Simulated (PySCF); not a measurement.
**SMILES S1C(B(F)F)=NC=C1, C₃H₂BF₂NS**

Geometry:
```
atom   x (Å)   y (Å)   z (Å)
  F1   2.873  -1.065   0.281
  B2   2.144   0.027   0.263
  F3   2.823   1.148   0.420
  C4   0.614   0.021   0.074
  N5  -0.131  -1.028  -0.085
  C6  -1.429  -0.739  -0.226
  C7  -1.733   0.594  -0.177
  S8  -0.322   1.523   0.056
  H9  -2.135  -1.538  -0.364
 H10  -2.693   1.062  -0.265
```

Computed with PySCF 2.14.0, quadratic response CAM-B3LYP/def2-SVPD first hyperpolarisability, Taylor convention, gas phase. Geometry: GFN2-xTB.

Task: Give the tensor of the second harmonic β(−2ω;ω,ω) at 800 nm in the axes of these coordinates.

Result: In au, Taylor convention; rows are the first index (the induced dipole):
```csv
,xx,yy,zz,xy,xz,yz
x,-427.3,+90.8,+4.0,+19.3,-53.6,+13.1
y,+51.4,-137.0,-43.7,+71.1,+16.1,+5.7
z,-51.3,+7.9,-6.1,+11.9,+2.7,-41.7
```
Norm of βᵢ = ⅓ Σⱼ (βᵢⱼⱼ + βⱼᵢⱼ + βⱼⱼᵢ): 380.9 au, hyper-Rayleigh value 182.2 au.
